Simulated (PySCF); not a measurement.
Si2B2H8

The system: Si2B2H8, a small molecule; neutral, singlet. The structure, one conformer, was relaxed in the gas phase by PBE0-D3(BJ)/def2-SVP. No frequency run checks that it is a minimum.

SMILES: BB([SiH3])[SiH3]

```xyz
12

Si    1.778   -0.494   -0.297
B    -0.016    0.299    0.181
Si   -1.637   -0.681   -0.517
B    -0.152    1.635    1.075
H     1.895   -0.541   -1.790
H     1.835   -1.899    0.220
H     2.958    0.250    0.241
H    -1.611   -2.083    0.012
H    -1.551   -0.744   -2.011
H    -2.950   -0.068   -0.149
H    -0.231    1.577    2.285
H    -0.184    2.744    0.583
```
Atom numbers follow the order of the file, from 1.

Shieldings: GIAO PBE0/pcSseg-2. Shifts are against computed references at the same level: H TMS (σ 31.24 ppm), Si TMS (σ 341.3 ppm). Core levels by delta-SCF with SCAN, pcX-2 on the ionised atom and pcseg-1 elsewhere, spin-free X2C (2p3/2 is the spin-free 2p value less a third of a first-order spin-orbit splitting); from the vacuum level, for chosen atoms.

Task: Give the shieldings and core levels atom by atom.

Result: 
```csv
atoms,bonded to,σ (ppm),δ (ppm),core level (eV)
Si1 Si3,1 B + 3 H,450.0,-108.7,2p3/2 106.49
B2,1 B + 2 Si,-57.7,-,1s 195.25
B4,1 B + 2 H,-0.3,-,-
H5 H6 H7,1 Si,27.17,4.08,-
H8 H9 H10,1 Si,27.17,4.07,-
H11 H12,1 B,21.80,9.45,-
```

Values are those of this one static structure, with the three H of a rotating XH3 group averaged; atoms that internal rotation interchanges would show their mean in an NMR spectrum.

The core-hole state of B2 is spin-contaminated (⟨S²⟩ 0.80 against 0.75 for a pure doublet), so that value and differences from it are less sure.

Core levels of B4 are left out, their hole states being strongly spin-contaminated.

Task: By CAM-B3LYP/def2-SVPD (TDDFT singlets, Tamm-Dancoff triplets, ionisation by delta-SCF), where does absorption start, and what does vertical ionisation take?

Result: The lowest singlet lies at 3.99 eV (f 0.001), the strongest of the first 6 at 5.90 eV (f 0.088), the lowest triplet at 3.31 eV; vertical ionisation takes 10.14 eV.
